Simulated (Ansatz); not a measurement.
Relaxation of a periodic cell of 15 atoms, MgH8Cl2O4 (contents 4 H2O + 1 Mg + 2 Cl, density as packed 1.49 g/cm³ with natural masses), to a largest force component of 0.3 eV/Å in at most 15 steps.

These are results of Ansatz, DFT PBE-D3(BJ), scalar-relativistic, plane waves, PAW, not measurements. Settings: accuracy low, cutoff 420 eV, k mesh 1x1x1, fermi-dirac smearing 0.02 eV, no spin polarisation.

```xyz
15
Lattice="5.7083 0.0000 0.0000 0.0000 5.7083 0.0000 0.0000 0.0000 5.7083" Properties=species:S:1:pos:R:3:forces:R:3
O 2.649 4.619 4.499 -1.57 0.45 -0.37
H 2.527 5.302 3.823 -0.14 0.27 -0.29
H 2.830 3.815 3.989 -0.19 -0.47 -0.03
O 4.771 5.109 3.440 1.54 1.15 0.68
H 5.495 5.188 2.802 0.34 -0.36 -0.50
H 4.174 4.460 3.039 -0.26 -0.09 -0.72
O 2.048 1.795 1.502 0.47 -1.77 1.03
H 2.067 1.260 0.695 -0.12 -0.42 -0.31
H 2.777 2.421 1.385 0.61 0.30 0.00
O 5.087 0.474 0.554 0.96 2.49 -0.18
H 4.892 1.403 0.362 0.11 0.17 -0.10
H 4.791 0.003 -0.238 0.04 -0.12 -0.34
Mg 5.250 2.077 3.274 0.14 0.03 -0.35
Cl 1.037 3.927 1.090 -1.64 0.72 0.39
Cl 3.997 4.003 0.749 -0.29 -2.35 1.08
```

Task: Where does it end, and by what steps?

Result: It did not converge within its limit. Limits of this set-up: coarse k mesh, low accuracy level. After 14 steps the energy has fallen by 9.382 eV; Cl14 moved furthest, 1.81 Å. Joined: O7–Mg13, O10–Mg13, Mg13–Cl15.

```tsv
step	energy less start (eV)	largest force component (eV/Å)	accepted
0	0.0000	2.491	yes
1	-1.5894	1.248	yes
2	-2.3726	1.361	yes
3	-3.3792	1.710	yes
4	-4.5995	2.064	yes
5	-5.7234	1.706	yes
6	-6.5532	1.503	yes
7	-7.2262	0.988	yes
8	-7.8308	1.192	yes
9	-8.2513	1.725	yes
10	-8.6459	1.079	yes
11	-8.9325	0.972	yes
12	-9.1587	1.054	yes
13	-9.3055	0.786	yes
14	-9.3815	0.568	yes
```

```xyz
15
Lattice="5.7083 0.0000 0.0000 0.0000 5.7083 0.0000 0.0000 0.0000 5.7083" Properties=species:S:1:pos:R:3
O 2.769 5.340 4.587
H 2.015 5.184 3.952
H 2.936 4.432 4.956
O 4.849 5.973 2.826
H 5.300 5.079 2.768
H 3.958 5.798 3.241
O 1.930 0.961 1.667
H 2.109 0.336 0.935
H 2.557 1.722 1.493
O 5.497 0.964 -0.142
H 4.734 1.522 -0.417
H 5.261 0.054 -0.396
Mg 5.692 1.738 1.737
Cl 0.915 3.602 2.869
Cl 3.871 3.152 0.884
```

Run time: 20 s on 1 CPU thread of a shared host.
